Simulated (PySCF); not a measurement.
Computed shifts of a molecule C4H5ClSi, PySCF with PBE0/pcSseg-1, GIAO, gas phase, atoms alike by connectivity averaged where their shifts nearly agree, in ppm (number of nuclei): ¹³C: 154.5 (1), 143.8 (1), 110.2 (1), 86.2 (1). ²⁹Si: -68.2 (1). ¹H: 7.09 (1), 6.89 (1), 5.00 (2), 3.03 (1). References: ¹³C against TMS (σ = 186.3 ppm); ²⁹Si against TMS (σ = 352.7 ppm); ³⁵Cl against HCl (σ = 945.9 ppm); ¹H against TMS (σ = 31.56 ppm), references at their B3LYP-D3(BJ)/def2-TZVP geometries, non-relativistic (without spin–orbit terms, shifts of atoms bonded to Cl or Br come out too high). Geometry: PBE-D3(BJ)/def2-SVP. One conformer was computed; it need not be the lowest.

Problem. Pick the molecule that these values belong to.
(A) C#C[SiH2]C(=C)Cl
(B) C#C/C=C\[SiH2]Cl
(C) C#C[Si@H](Cl)C=C
(D) ClC1=C[SiH2]C=C1

Solution. A, C#C[SiH2]C(=C)Cl
